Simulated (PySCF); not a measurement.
A drawing and its optimised geometry.

C5H12B2N. Drawn bonds (atoms numbered from 1): B1–N2, N2–B3, B3–C4, C4–C5, C5=C6, N2–C7, C7–C8, B1–H9, B1–H10, B3–H11, C4–H12, C4–H13, C6–H14, C6–H15, C7–H16, C7–H17, C8–H18, C8–H19, C8–H20. Doublet state.

Geometry after optimisation with GFN2-xTB (Å):

```
atom  x, y, z in Å
B1    -0.466   -1.587    0.581
N2    -0.509   -0.588   -0.400
B3     0.650    0.127   -0.930
C4     2.143   -0.628   -0.973
C5     1.952    0.297    0.083
C6     2.346    0.918    1.157
C7    -1.809   -0.142   -0.884
C8    -2.313    1.053   -0.078
H9    -1.468   -2.081    0.944
H10    0.557   -1.928    1.036
H11    0.463    0.988   -1.711
H12    2.770   -0.335   -1.803
H13    2.181   -1.679   -0.729
H14    3.340    0.774    1.564
H15    1.715    1.608    1.694
H16   -2.527   -0.962   -0.800
H17   -1.728    0.141   -1.937
H18   -1.610    1.879   -0.158
H19   -3.282    1.377   -0.450
H20   -2.410    0.780    0.971
```

Here a drawn bond counts as lost beyond 1.3 times the sum of covalent radii plus 0.1 Å; another pair counts as a new contact within 1.08 times that sum, or 1.2 times among H, C, N, O, F, S and Cl. Covalent radii used (Å): B 0.84, C 0.73, H 0.31, N 0.71.

(1) Which drawn bonds no longer describe this geometry, and which new contacts appear?

(2) How long is each drawn bond in this geometry?

Results:

(1) No drawn bond is lost. New contacts: B3–C5 (1.66 Å; radii sum 1.57 Å). The tight-binding optimisation can itself be at fault, so a check at a higher level is due before the drawing is dismissed.

(2) 
| drawn bond | length (Å) | over radii sum |
| --- | --- | --- |
| B1–N2 | 1.401 | 0.90 |
| N2–B3 | 1.461 | 0.94 |
| B3–C4 | 1.674 | 1.07 |
| C4–C5 | 1.416 | 0.97 |
| C5–C6 | 1.302 | 0.89 |
| N2–C7 | 1.456 | 1.01 |
| C7–C8 | 1.528 | 1.05 |
| B1–H9 | 1.174 | 1.02 |
| B1–H10 | 1.171 | 1.02 |
| B3–H11 | 1.177 | 1.02 |
| C4–H12 | 1.081 | 1.04 |
| C4–H13 | 1.080 | 1.04 |
| C6–H14 | 1.083 | 1.04 |
| C6–H15 | 1.079 | 1.04 |
| C7–H16 | 1.093 | 1.05 |
| C7–H17 | 1.094 | 1.05 |
| C8–H18 | 1.087 | 1.05 |
| C8–H19 | 1.087 | 1.05 |
| C8–H20 | 1.088 | 1.05 |

The numbers are calculated, not measured.
